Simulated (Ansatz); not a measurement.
Geometry optimisation, RKS PBE/def2-SVP (Ansatz 0.2.0).

Input:

```yaml
crystal:
  periodic: [false, false, false]
  atoms:
    - { symbol: B, position_ang: [0.00901, 0.218724, -0.030036] }
    - { symbol: H, position_ang: [-0.158687, 0.479556, 1.126842] }
    - { symbol: Cl, position_ang: [1.635001, 0.253771, -0.707377] }
    - { symbol: Cl, position_ang: [-1.383328, 0.032518, -1.091786] }
    - { symbol: "N", position_ang: [0.035328, -2.245301, 1.190558] }
    - { symbol: H, position_ang: [-0.667706, -2.360507, 0.452616] }
    - { symbol: H, position_ang: [0.961954, -2.226313, 0.750259] }
    - { symbol: H, position_ang: [-0.115772, -1.316047, 1.636326] }
basis:
  gaussian: { orbitals: def2-SVP }
hamiltonian:
  xc: pbe
relax:
  f_tol: 0.03
  max_steps: 50
output:
  orbitals: {}
```

Run as:

```bash
$ ansatz run input.yaml --threads 2 --pin off --max-ram 3072MiB --backend cpu --events-out ev --progress --plain --runs-dir out
```

Where does it end, and by what steps?

It converged. After 5 steps the energy has fallen by 0.054 eV; H8 moved furthest, 0.36 Å.

```
step  energy less start (eV)  largest force component (eV/Å)  accepted
   0                  0.0000                           0.697       yes
   1                 -0.0230                           0.536       yes
   2                 -0.0298                           0.582       yes
   3                 -0.0482                           0.400       yes
   4                 -0.0533                           0.064       yes
   5                 -0.0536                           0.013       yes
```

```xyz
8
Properties=species:S:1:pos:R:3
B 0.013 0.263 -0.059
H -0.167 0.675 1.061
Cl 1.647 0.222 -0.721
Cl -1.367 -0.010 -1.121
N 0.051 -2.321 1.156
H -0.689 -2.273 0.449
H 0.949 -2.125 0.703
H -0.122 -1.595 1.859
```

Whether the end is a true minimum wasn't checked by a vibrational analysis.

Run time: 12 s on 2 threads of Intel(R) Xeon(R) Platinum 8175M CPU @ 2.50GHz (Skylake/Cascade Lake), on a shared host, peak memory 0.14 GiB.
